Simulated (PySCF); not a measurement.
Vertical excitations of a molecule C₂H₇BO₃ from TDDFT-PBE/def2-SVPD run with PySCF 2.14.0, as energy in eV (oscillator strength): 6.24 (0.000), 6.71 (0.008), 7.12 (0.005), 7.21 (0.010), 7.30 (0.009), 7.34 (0.000), 7.67 (0.000), 7.76 (0.006), 7.91 (0.101), 8.00 (0.000). Lowest triplet (TDA): 6.17 eV. Geometry optimised at PBE0-D3(BJ)/def2-SVP. Other conformers were not sampled.

Problem. Pick the molecule that these values belong to.
A) COB(O)OC
B) C[C@H](O)B(O)O
C) OCCB(O)O
D) CCOB(O)O

Solution. A, COB(O)OC
